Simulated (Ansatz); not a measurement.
Consider the ligand exchange at the Si–C bond: `COC(=N)[SiH2]F` + `CBO` → `CBO[SiH2]F` + `COC=N`.

Calculated with Ansatz (gas phase, PBE0-D4/def2-TZVP geometries, no zero-point term in ΔE). CCSD(T)/CBS is the MP2 limit (def2-TZVPP, def2-QZVPP) plus CCSD(T) − MP2 in def2-TZVPP, frozen cores. Functionals use def2-TZVPP. One conformer a species, not always the lowest.

Question: Is it downhill or uphill in electronic energy at CCSD(T)/CBS, and by how much? (Estimate.)

Answer: Computed: Downhill: ΔE = -111.9 kJ/mol.

Question: What do these levels give: PBE-D4, r2SCAN-D4, B2PLYP, r2SCAN, PBE0, MP2/def2-TZVPP, SCS-MP2/def2-TZVPP, CCSD/def2-TZVPP, CCSD(T)/def2-TZVPP, HF/def2-QZVPP, HF/CBS(def2), MP2/CBS(def2)? (Estimate.)

Answer: Ansatz gave: PBE-D4 -93.6, r2SCAN-D4 -107.7, B2PLYP -113.9, r2SCAN -108.2, PBE0 -104.6, MP2/def2-TZVPP -114.0, SCS-MP2/def2-TZVPP -116.9, CCSD/def2-TZVPP -116.1, CCSD(T)/def2-TZVPP -111.9, HF/def2-QZVPP -138.4, HF/CBS(def2) -138.6, MP2/CBS(def2) -114.0 kJ/mol.

Largest T1 diagnostic among the species: 0.014.

From PBE to PBE0 (25 % exact exchange), in def2-TZVPP and without D4, ΔE moves by −9.2 kJ/mol. In def2-TZVPP, CCSD(T) changes the Hartree–Fock value by +24.5 kJ/mol (the triples alone add +4.2 kJ/mol) and MP2 by +22.4 kJ/mol.
